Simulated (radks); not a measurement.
Values are calculated unless marked as measured or tabulated.
Ti3+, 19 electrons, occupied as [Ar] 3d1.

Level of theory: scalar-relativistic Kohn-Sham, r2SCAN, spin-polarised, spherical densities, finite nucleus; open shells are filled with parallel spins first; meta-GGA in the generalised Kohn-Sham scheme; Fermi nuclear charge, rms radius 3.5921 fm (a radial shooting solver on a logarithmic mesh with Libxc functionals).

Energy parts (eV):
part                      energy
total                 -23184.763
kinetic                23382.771
electron-nucleus      -54487.007
Hartree                 9043.547
exchange-correlation   -1124.075

Orbitals (lengths in bohr, moments of r in powers of bohr; <r^-3> diverges for s and p1/2; r(max) is where P^2 peaks; r(90%) holds 90 % of the orbital's charge):
| orbital | occ. | eigenvalue (eV) | r(90%) | <r^-3> | r(max) |
|---|---|---|---|---|---|
| 1s down | 1 | -4922.440 | 0.124 | - | 0.04556 |
| 1s up | 1 | -4922.425 | 0.124 | - | 0.04556 |
| 2s up | 1 | -578.4896 | 0.503 | - | 0.2685 |
| 2s down | 1 | -578.0113 | 0.503 | - | 0.2684 |
| 2p up | 3 | -483.2357 | 0.476 | 264.8 | 0.2197 |
| 2p down | 3 | -482.8663 | 0.475 | 265.2 | 0.2196 |
| 3s up | 1 | -97.8205 | 1.48 | - | 0.8644 |
| 3s down | 1 | -96.3664 | 1.48 | - | 0.8647 |
| 3p up | 3 | -72.6178 | 1.61 | 31.48 | 0.8942 |
| 3p down | 3 | -71.1596 | 1.61 | 31.37 | 0.8948 |
| 3d up | 1 | -34.7647 | 2.06 | 2.593 | 0.9272 |
| 3d down | 0 | -33.1549 | 2.05 | 2.619 | 0.9281 |

The highest occupied level is 3d up at -34.765 eV. The spin density at the nucleus is -0.2570 e/bohr^3 (1s 0.0108, 2s -0.4590, 3s 0.1912).
